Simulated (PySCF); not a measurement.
**Ga: ionisation energy**

Ga [Ar] 3d10 4s2 4p1 (2P) → Ga⁺ [Ar] 3d10 4s2 (1S), as a difference of total energies. Calculation: PySCF 2.14, in cc-pVDZ-PP with ECP10MDF (4s3p2d, 23 functions); scalar relativity through the core potential. Correlated levels: valence: 3s2 3p6 3d10 frozen. The calculations carry no spin-orbit coupling.

| method | ionisation energy (eV) | error (eV) |
| --- | --- | --- |
| UHF | 5.515 | -0.416 |
| PBE | 5.906 | -0.025 |
| PBE0 | 5.939 | +0.008 |
| MP2 (valence) | 5.665 | -0.266 |
| SCS-MP2 (valence) | 5.644 | -0.287 |
| CCSD (valence) | 5.727 | -0.204 |
| CCSD(T) (valence) | 5.739 | -0.192 |

Reference: 5.931 eV (measured; NIST levels, between the centres of gravity of the two terms).

Errors of the correlated levels include the incompleteness of this basis and the frozen core.
